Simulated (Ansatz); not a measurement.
Reaction (SMILES): Cl[Si](Cl)(Cl)Cl [tetrachlorosilane] + 4 [H][H] (H2) -> 4 Cl (HCl) + [SiH4] (SiH4)
Structures are relaxed separately at B3LYP-D3(BJ)/def2-TZVP in Ansatz (a first-principles code).
Geometry of the first species:
```xyz
5

Si     0.0000     0.0000     0.0000
Cl     1.1509     1.1792     1.1899
Cl    -1.1704    -1.1928     1.1569
Cl     1.1958    -1.1539    -1.1703
Cl    -1.1763     1.1675    -1.1765
```
Charge 0, spin multiplicity 1.

Wanted: energy of full hydrogenation (electronic energy difference), in kJ/mol. Valence correlation only, unless marked. No spin-orbit coupling. Non-relativistic. CBS marks a two-point X^-3 extrapolation of the correlation energy; Hartree-Fock from the larger set. [CCSD(T)-MP2]/basis is that difference in the basis named.

```json
[
 {"level": "PBE/def2-TZVPD", "program": "Ansatz", "energy of full hydrogenation (kJ/mol)": "277.1"},
 {"level": "BLYP-D3(BJ)/def2-TZVPD", "program": "Ansatz + dftd3", "energy of full hydrogenation (kJ/mol)": "293.1"}
]
```

Question: Predict the RI-MP2/CBS(cc-pV(T+d)Z,cc-pV(Q+d)Z)+[CCSD(T)-MP2]/cc-pV(T+d)Z result (Ansatz).

Answer: 296.5 kJ/mol, so BLYP-D3(BJ)/def2-TZVPD differs from it by -3.4 kJ/mol.
